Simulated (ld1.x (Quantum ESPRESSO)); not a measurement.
## u(r) = r·R(r): atom against pseudo-atom (zinc)

Columns: radius, all-electron u(r) and pseudo u(r) of the 3d shell (level -51.03 eV) of zinc in the configuration [Ar] 3d9 4s0 4p0; PBEsol, non-relativistic, ultrasoft scheme, ld1.x (Quantum ESPRESSO) 7.5.

| r (bohr) | all-electron | pseudo |
| --- | --- | --- |
| 0.108 | 0.1521 | 0.0201 |
| 0.215 | 0.5245 | 0.1405 |
| 0.322 | 0.8439 | 0.3843 |
| 0.430 | 1.0265 | 0.6838 |
| 0.538 | 1.0868 | 0.9224 |
| 0.645 | 1.0677 | 1.0250 |
| 0.752 | 1.0055 | 1.0036 |
| 0.860 | 0.9223 | 0.9224 |
| 0.968 | 0.8322 | 0.8322 |
| 1.075 | 0.7435 | 0.7435 |
| 1.182 | 0.6592 | 0.6592 |
| 1.290 | 0.5802 | 0.5802 |
| 1.398 | 0.5082 | 0.5082 |
| 1.505 | 0.4439 | 0.4439 |
| 1.612 | 0.3865 | 0.3865 |
| 1.720 | 0.3350 | 0.3350 |
| 1.828 | 0.2897 | 0.2897 |
| 1.935 | 0.2502 | 0.2502 |
| 2.042 | 0.2157 | 0.2157 |
| 2.150 | 0.1853 | 0.1853 |
| 2.258 | 0.1589 | 0.1589 |
| 2.365 | 0.1363 | 0.1363 |
| 2.472 | 0.1166 | 0.1166 |
| 2.580 | 0.0995 | 0.0995 |
| 2.688 | 0.0848 | 0.0848 |
| 2.795 | 0.0722 | 0.0722 |

(1) How many radial nodes do the two functions have?

(2) At about which radius was the pseudo-wave matched?

(3) Where does each function peak?

(4) Is the pseudo-wave norm-conserving?

Results:

(1) The all-electron 3d function has n − l − 1 = 0; the pseudo-wave has 0.

(2) 0.90 bohr, where the columns begin to agree (steps of 0.11 bohr).

(3) Outermost all-electron maximum near 0.54 bohr, pseudo maximum near 0.65 bohr (to the table’s step).

(4) No, it belongs to an ultrasoft set: the norm inside the radius is not constrained, and the difference is carried by the augmentation charge.
